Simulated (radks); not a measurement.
Q: Spherical quantum dot in the effective-mass picture: electrons in a parabolic well V = omega^2 r^2 / 2 with omega = 0.919, all in effective atomic units (hartree* = m*/eps^2 hartree, bohr* = eps/m* bohr), one dielectric constant everywhere. Calculated with a radial shooting solver with Libxc functionals: non-relativistic Kohn-Sham, PBE, spin-polarised, spherical densities. Levels are named by radial order and angular momentum (1s, 1p, 1d, 2s, ...), and open shells are averaged over m. At N = 30 the configuration is 1s2 1p6 1d10 2s2 1f(up 7, down 3). Does electron 31 go into 1f down or 2p down or 2p up?

A: Into 1f down. The total energies of the other choices lie higher by 0.120 hartree* (2p up), 0.142 hartree* (2p down).
